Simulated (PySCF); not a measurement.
In(2+) (indium, charge +2): UHF calculation

Configuration: [Kr] 4d10 5p1, 2P determinant (an excited configuration). Calculation: PySCF 2.14, in x2c-QZVPPall with one added diffuse shell each of s, p, d, f type (14s10p8d5f1g, 128 functions); scalar relativity by spin-free X2C-1e.

| Item | Value |
| --- | --- |
| Total energy | -5877.243296 hartree |
| One-electron energy | -8058.7952 hartree |
| Hartree (Coulomb) energy | 2339.8428 hartree |
| Exchange energy | -158.2909 hartree |
| ⟨S²⟩ | 0.7521 |
| ⟨L²⟩ | 2.006 |
| Sum of ⟨r⟩ | 28.70 bohr |
| Sum of ⟨r²⟩ | 35.42 bohr² |
| Traceless quadrupole moment −½Σ⟨3z² − r²⟩ along its main axis | -3.88 e·bohr² |
| Langevin diamagnetic susceptibility | -28.1 ×10⁻⁶ cm³/mol |

```
shell  electrons  mean orbital energy (eV)  spread (eV)  rms radius, mean of both spins (bohr)
 1s α          1                  -28100.4            0                                 0.0340
 1s β          1                  -28100.3            0                                 0.0340
 2s α          1                   -4314.6            0                                  0.139
 2s β          1                   -4314.6            0                                  0.139
 2p α          3                   -3869.7        0.022                                  0.124
 2p β          3                   -3869.7        0.070                                  0.124
 3s α          1                   -873.48            0                                  0.371
 3s β          1                   -873.44            0                                  0.371
 3p α          3                   -723.87        0.033                                  0.372
 3p β          3                   -723.81        0.163                                  0.372
 3d α          5                   -491.18        0.127                                  0.352
 3d β          5                   -491.17        0.142                                  0.352
 4s α          1                   -163.60            0                                  0.908
 4s β          1                   -163.50            0                                  0.908
 4p α          3                   -116.84        0.069                                  0.988
 4p β          3                   -116.73        0.409                                  0.988
 4d α          5                   -46.833        0.319                                   1.25
 4d β          5                   -46.727        0.537                                   1.25
 5p α          1                   -19.705            0                                   3.13
```

Densities and radii are taken from the X2C orbitals without a picture-change correction, which distorts them close to the nucleus.

Spin-orbit constants ζ (cm⁻¹) from the X2C one-electron operator on these orbitals: bare nucleus, nucleus screened by l(l+1)(2l+1)/3 electrons, and screened by the Breit-Pauli mean field of the electrons.

```json
{"shell": "2p", "bare": "1131000", "screened nucleus": "1084000", "mean field": "n/a"}
{"shell": "3p", "bare": "207000", "screened nucleus": "198500", "mean field": "n/a"}
{"shell": "3d", "bare": "30940", "screened nucleus": "24620", "mean field": "n/a"}
{"shell": "4p", "bare": "33790", "screened nucleus": "32410", "mean field": "n/a"}
{"shell": "4d", "bare": "3398", "screened nucleus": "2704", "mean field": "n/a"}
{"shell": "5p", "bare": "2437", "screened nucleus": "2337", "mean field": "n/a"}
```

To first order the Landé constant is A = 2337 cm⁻¹, so the lowest level has J = 1/2 and lies 0.290 eV below the centre of the term.
